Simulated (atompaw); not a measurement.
Before and after: PAW (atompaw) potential for Cl

atompaw 4.2.0.5 input, output lines left out:

```
Cl 17
GGA-PBE scalarrelativistic loggrid 1500 logderivrange -4 5 226
3 3 0 0 0 0
3 1 5
0 0 0
c
c
v
c
v
2
1.70 1.30 1.45 1.45
y
-1.15
n
y
0.55
n
y
0.1
y
2.15
n
custom polynom gramschmidtortho sinc
bessel
1.70
1.70
1.70
1.70
1.70
1.70
```

All-electron outer shells of the reference configuration (PBE, scalar-relativistic, ld1.x):

```json
{"shell": "2s", "level (eV)": "-252.70", "outermost node (bohr)": "0.12", "outermost maximum (bohr)": "0.36"}
{"shell": "2p", "level (eV)": "-191.63", "outermost node (bohr)": "–", "outermost maximum (bohr)": "0.30"}
{"shell": "3s", "level (eV)": "-20.69", "outermost node (bohr)": "0.55", "outermost maximum (bohr)": "1.29"}
{"shell": "3p", "level (eV)": "-8.59", "outermost node (bohr)": "0.53", "outermost maximum (bohr)": "1.43"}
```

Change: all radii scaled by about 1.11 (s 1.88, p 1.88, d 1.88 bohr); local potential bessel scheme, radius 1.60 bohr; augmentation sinc compensation charge, radius 1.44 bohr; PAW radius 1.88 bohr; waves and projectors: custom polynom gramschmidtortho; core correction smooth core density matched at 1.60 bohr.

Cutoffs: the cutoffs (Ry, on a coarse ladder) from which the occupation-weighted sum of valence levels, in a spherical-Bessel basis at the reference potential, stays within 10 and 1 mRy of its value at 400 Ry; they do not see the model core or the augmentation charge, which bear on the density cutoff.

**Question.** What does the change do?

**Answer.** The potential gets softer (18 Ry and 21 Ry → 15 Ry and 21 Ry); neither file shows a bound ghost. A larger radius leaves more room for a smooth pseudo-wave, so fewer plane waves are needed.

```tsv
quantity	base	changed
cutoff, loose	18 Ry	15 Ry
cutoff, tight	21 Ry	21 Ry
loose cutoff by channel (10 mRy a level)	s 8 Ry, p 15 Ry	s 8 Ry, p 12 Ry
bound ghosts	none	none
lowest overlap eigenvalue by channel	s 0.31, p 0.87, d 0.97	s 0.37, p 0.98, d 0.96
```

 The cutoffs see the waves, projectors and local potential, not the compensation charge or the core.
